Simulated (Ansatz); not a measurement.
**Question.** Predict a relaxed structure of Ge₃Te₂ (the lowest singlet isomer of a short search), charge 0, singlet, at PBE-D4/def2-SVP (Ansatz).

**Answer.** 
| atom | x (Å) | y (Å) | z (Å) |
| --- | --- | --- | --- |
| Ge1 | 0.366 | -1.725 | -0.860 |
| Ge2 | -0.729 | 1.779 | 0.390 |
| Ge3 | 0.981 | -0.145 | 1.267 |
| Te4 | 1.090 | 0.837 | -1.392 |
| Te5 | -1.708 | -0.746 | 0.595 |
Point group C2v (tolerance 0.1 Å). This is one stationary point.

In the def2 sets Te takes a core potential; there is no spin–orbit coupling. The structure comes from a short search, and lower isomers may exist.
